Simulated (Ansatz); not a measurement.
These are frozen-core CCSD(T)/def2-TZVPP // r2SCAN-D4/def2-SVP (Ansatz, a quantum-chemistry and plane-wave program) values and carry that method's errors.

Ansatz 0.2 input:
```yaml
crystal:
  periodic: [false, false, false]
  atoms:
    - { symbol: Si, position_ang: [-2.101674, 0.512866, -0.041503] }
    - { symbol: Sn, position_ang: [-0.171575, -0.886705, -1.02769] }
    - { symbol: Si, position_ang: [2.166709, -0.009895, -0.379617] }
    - { symbol: H, position_ang: [-1.922764, 1.94171, -0.440384] }
    - { symbol: H, position_ang: [-2.132157, 0.436284, 1.453639] }
    - { symbol: H, position_ang: [-3.412948, 0.026551, -0.567967] }
    - { symbol: H, position_ang: [-0.337451, -2.539859, -0.551506] }
    - { symbol: H, position_ang: [3.225042, -0.808717, -1.069203] }
    - { symbol: H, position_ang: [2.289229, 1.418168, -0.801935] }
    - { symbol: H, position_ang: [2.397581, -0.090405, 1.0979] }
basis:
  gaussian: { orbitals: def2-TZVPP }
correlation:
  method: ccsd_t
magnetization:
  spin_polarized: true
  initial_magnetization: 1
```

Output:

```
Functional definition: HF
1481 factors; integrals over basis functions are off by at most 1.1e-3 eV
mean field evaluation 1: about -21639.0494 eV, gradient 1.1e1 eV
mean field evaluation 2: about -21639.0555 eV, gradient 1.1e1 eV
mean field evaluation 4: about -21640.9072 eV, gradient 1.8e0 eV
mean field evaluation 8: about -21640.9358 eV, gradient 2.5e-3 eV
mean field evaluation 16: about -21640.9295 eV, gradient 1.8e-1 eV
mean field evaluation 32: about -21637.6614 eV, gradient 1.7e-3 eV
mean field -21640.93584882 eV, -795.2897236911 hartree, gradient 8.6e-6 eV, S^2 0.759853; 1 other end points of the search recorded, 0 dependent functions left out
determinant -21640.93584882 eV, -795.2897236911 hartree, with singles and doubles -21658.10912176 eV, -795.9208298310 hartree
determinant -21637.66136465 eV, -795.1693886171 hartree, with singles and doubles -21655.09706345 eV, -795.8101387298 hartree
14 core orbitals not correlated
reference -21640.93584882 eV, -795.2897236911 hartree; 15, 14 occupied and 203, 204 virtual orbitals, 1481 factors
second order -15.54315937 eV of doubles, -0.00000000 eV of singles
cycle   1  -16.87435627 eV  change   -8.6e-1 eV  update   2.8e-2
cycle   2  -16.89238968 eV  change   -1.8e-2 eV  update   6.6e-3
cycle   3  -16.89635807 eV  change   -4.0e-3 eV  update   2.6e-3
cycle   4  -16.89764944 eV  change   -1.3e-3 eV  update   8.3e-4
cycle   5  -16.89801241 eV  change   -3.6e-4 eV  update   3.2e-4
cycle   6  -16.89809263 eV  change   -8.0e-5 eV  update   1.1e-4
cycle   7  -16.89813686 eV  change   -4.4e-5 eV  update   4.7e-5
cycle   8  -16.89814369 eV  change   -6.8e-6 eV  update   2.2e-5
perturbative correction -0.51945979 eV, -0.0190897952 hartree
Total energy: -21658.35345231 eV, -795.9298088130 hartree
```

Cost: around 18 core-minutes (rough).
